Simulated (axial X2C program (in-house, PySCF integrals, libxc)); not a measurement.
**Worked dissociation energy of RhSi: BP86, spin-free**

Computed with an axial X2C code built on PySCF integrals. Spin-free means the one-electron spin-free X2C Hamiltonian. Basis: Rh dyall-cv3z [12s12p8d5f3g], Si dyall-v3z [8s7p2d1f] (cores contracted in-house); Gaussian nuclei, density fitting, unrestricted open shells. Masses: Rh 102.906 u, Si 27.977 u.

Molecular state: M_S = 1/2, Λ = 0 (beyond evenly filled blocks: σα).

```
E(Rh) (2M_S = 3, M_L = 2) : -4784.251265 hartree
E(Si) (2M_S = 2, M_L = 0) : -290.019688 hartree
E(RhSi) at Re             : -5074.452538 hartree
ωe                        : 527.2 cm⁻¹
ωexe                      : 1.56 cm⁻¹
```

(1) Work out De and D0.

One determinant describes the state; a PBE0 search over occupations chose it and may have missed a lower one. De is counted from the lowest determinant-based energies of the atoms at the same level, without counterpoise correction. The functionals have no current-density term, which raises determinants with orbital currents, atoms included.

Each atomic determinant is the lowest at this level and need not be a pure term. Totals compare only within one Hamiltonian and basis.

## Answers

(1) De = -4784.251265 + (-290.019688) − (-5074.452538) = 0.18158 hartree = 4.941 eV. The zero-point energy is ωe/2 − ωexe/4 = 263 cm⁻¹ = 0.033 eV, so D0 = 4.909 eV.
